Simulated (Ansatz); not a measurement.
One geometry of CH8Si2Te (`C[SiH2][Te][SiH3]`), several functionals.

```yaml
crystal:
  periodic: [false, false, false]
  atoms:
    - {symbol: C, position_ang: [-0.028911, 1.539840, 1.153132]}
    - {symbol: Si, position_ang: [0.776703, 1.090873, -0.469943]}
    - {symbol: Te, position_ang: [1.730729, -1.221586, -0.445437]}
    - {symbol: Si, position_ang: [-0.545573, -2.220828, -0.562757]}
    - {symbol: H, position_ang: [-0.848320, 0.855258, 1.381133]}
    - {symbol: H, position_ang: [0.695932, 1.487454, 1.967607]}
    - {symbol: H, position_ang: [-0.431432, 2.555667, 1.107908]}
    - {symbol: H, position_ang: [1.925172, 1.987400, -0.763746]}
    - {symbol: H, position_ang: [-0.206144, 1.181603, -1.582806]}
    - {symbol: H, position_ang: [-1.227423, -1.836661, -1.824874]}
    - {symbol: H, position_ang: [-0.379356, -3.694673, -0.508636]}
    - {symbol: H, position_ang: [-1.384178, -1.779547, 0.582418]}
basis:
  gaussian: {orbitals: def2-TZVPP}
hamiltonian: {xc: {name: r2SCANh}, dispersion: d4}
output: {orbitals: {seedname: orbitals}}
```

```sh
$ ansatz run in.yaml --threads 4 --pin off --events-out ev --progress --plain
```

Output, abridged:

```
Functional definition: r2SCANh
1617 factors; their error is unknown
mean field evaluation 1: about -24212.3759 eV, gradient 5.2e1 eV
mean field evaluation 2: about -24207.7730 eV, gradient 6.2e1 eV
mean field evaluation 4: about -24218.6024 eV, gradient 4.2e0 eV
mean field evaluation 8: about -24218.6363 eV, gradient 7.0e-2 eV
mean field evaluation 16: about -24218.6044 eV, gradient 1.6e-4 eV
mean field -24218.60437082 eV, -890.0172946678 hartree, gradient 5.0e-5 eV, S^2 0.000000; 0 other end points of the search recorded, 0 dependent functions left out
reference -24218.60438471 eV, -890.0172951785 hartree; 33, 33 occupied and 244, 244 virtual orbitals, 1617 factors
Total energy: -24218.69171500 eV, -890.0205045072 hartree
```

Hardware: 4 threads of a server CPU on a shared host. Wall time 5.5 s, peak host memory 0.86 GiB.

Changing it to `hamiltonian: {xc: {name: wB97X-V}}` (abridged; 9.5 s):

```
Functional definition: wB97X-V
mean field evaluation 16: about -24215.1652 eV, gradient 1.2e-4 eV
mean field -24215.16523678 eV, -889.8909088233 hartree, gradient 1.4e-5 eV, S^2 0.000000
Total energy: -24215.16523431 eV, -889.8909087323 hartree
```

Changing it to `hamiltonian: {xc: pbe0, dispersion: d4}` (abridged; 3.6 s):

```
Functional definition: PBE0
mean field evaluation 16: about -24210.5197 eV, gradient 2.3e-4 eV
mean field -24210.51966072 eV, -889.7201870517 hartree, gradient 3.0e-5 eV, S^2 0.000000
Total energy: -24210.80595388 eV, -889.7307081315 hartree
```

Changing it to `hamiltonian: {xc: {name: B97M-V}}` (abridged; 11 s):

```
Functional definition: B97M-V
mean field evaluation 16: about -24214.0225 eV, gradient 2.6e-4 eV
mean field -24214.02249179 eV, -889.8489137195 hartree, gradient 3.6e-5 eV, S^2 0.000000
Total energy: -24214.02256589 eV, -889.8489164425 hartree
```

The same input with `hamiltonian: {xc: {name: CAM-B3LYP}, dispersion: d4}` (abridged; 4 s):

```
Functional definition: CAM-B3LYP
mean field evaluation 16: about -24217.7041 eV, gradient 8.7e-5 eV
mean field -24217.70410938 eV, -889.9842106702 hartree, gradient 2.1e-5 eV, S^2 0.000000
Total energy: -24218.00340906 eV, -889.9952097307 hartree
```

With the line `hamiltonian: {xc: {name: LC-wPBE}, dispersion: d4}` (abridged; 3 s):

```
WARN the engine holds no damping parameters fitted to this dispersion correction and functional, so the run takes those fitted to pbe0 (hamiltonian.dispersion, under Limitations)
Functional definition: LC-wPBE
mean field evaluation 16: about -24213.7321 eV, gradient 1.1e-4 eV
mean field -24213.73206608 eV, -889.8382407715 hartree, gradient 2.1e-5 eV, S^2 0.000000
Total energy: -24214.01832172 eV, -889.8487604722 hartree
```

LC-ωPBE has ω = 0.4 bohr⁻¹; the program lends it PBE0's D4 damping.
